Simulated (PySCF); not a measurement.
## Where the electron goes

C₁₀H₁₁N.
Z-matrix (Å and degrees, PBE0-D3(BJ)/def2-SVP geometry), rows numbered from 1:
```
C 
C   1  1.3466
C   2  1.5043  1  120.61
C   2  1.4685  1  118.11  3  -175.34
C   4  1.3481  2  130.96  1  -166.93
C   5  1.4719  4  129.60  2    10.30
C   6  1.4040  5  121.71  4    46.58
C   7  1.3902  6  119.03  5   178.33
C   8  1.3923  7  118.82  6    -0.53
C   9  1.3957  8  117.94  7    -1.30
N  10  1.3268  9  123.70  8     1.04
H   1  1.0936  2  121.21  3   178.11
H   1  1.0933  2  121.52  3    -2.24
H   3  1.0994  2  112.52  1   103.21
H   3  1.1004  2  111.06  1  -137.40
H   3  1.0989  2  110.25  1   -17.02
H   4  1.0957  2  113.42  1    17.25
H   5  1.0954  4  117.15  2  -169.97
H   7  1.0915  6  119.75  5    -0.16
H   8  1.0930  7  120.43  6  -179.88
H   9  1.0919  8  121.52  7  -179.98
H  10  1.0967  9  120.03  8  -178.36
```

Method: TDDFT PBE0/def2-SVPD, vertical, gas phase, core orbitals frozen in the response (PySCF).

Kohn–Sham orbitals with the atoms that hold most of them (Löwdin shares over 4%, at most four atoms; ? is withheld):

```
orbital  ε (eV)                             atoms
 HOMO-3   -8.40   C8 27%, N11 23%, C7 14%, C9 12%
 HOMO-2   -7.65   C7 14%, C10 14%, C6 14%, C9 12%
 HOMO-1   -7.41                                 ?
   HOMO   -6.53    C1 20%, C5 19%, C4 16%, C2 13%
   LUMO   -1.53                                 ?
 LUMO+1   -0.75  C7 19%, C8 19%, C10 19%, N11 16%
 LUMO+2    0.00    C6 14%, C2 12%, C1 12%, C9 12%
```

(1) Give the leading atoms of the LUMO.

(2) Give the leading atoms of the HOMO-1.

(3) How does S1 compare with the orbital gap of 5.00 eV?

(4) One configuration dominates each of S1, S2, S3, S4 and S5. Which, and how do the shares of the two leading atoms of either orbital change from the occupied to the empty one?

Answers

(1) C1 (bonded to C and 2 H) 14%; C5 (bonded to 2 C and H) 13%; C4 (bonded to 2 C and H) 12%; C6 (bonded to 2 C and N) 10%.

(2) N11 (bonded to 2 C) 57%; C10 (bonded to C, N and H) 11%; C6 (bonded to 2 C and N) 10%; C7 (bonded to 2 C and H) 6%. By element: nitrogen 57%, carbon 26% or more.

(3) S1 is at 4.45 eV (f = 0.391), 0.55 eV below the gap, made of HOMO→LUMO (79%), HOMO-1→LUMO (13%). Without the coupling terms of the response equations the lowest excitation would equal the gap.

(4) 
- S1 (4.45 eV, f 0.391), HOMO→LUMO (79%): C1 20% → 14%, C5 19% → 13%
- S2 (4.49 eV, f 0.089), HOMO-1→LUMO (79%): N11 57% → at most 11%, C10 11% → at most 11%, C1 at most 6% → 14%, C5 at most 6% → 13%
- S3 (4.89 eV, f 0.053), HOMO→LUMO+1 (81%): C1 20% → at most 16%, C5 19% → at most 16%, C7 at most 14% → 19%, C8 at most 14% → 19%
- S4 (5.02 eV, f 0.0015), HOMO-1→LUMO+1 (88%): N11 57% → 16%, C10 11% → 19%, C7 6% → 19%, C8 at most 6% → 19%
- S5 (5.22 eV, f 0.027), HOMO-2→LUMO (75%): C7 14% → at most 11%, C10 14% → at most 11%, C1 at most 12% → 14%, C5 at most 12% → 13%

One conformer stands for the species.
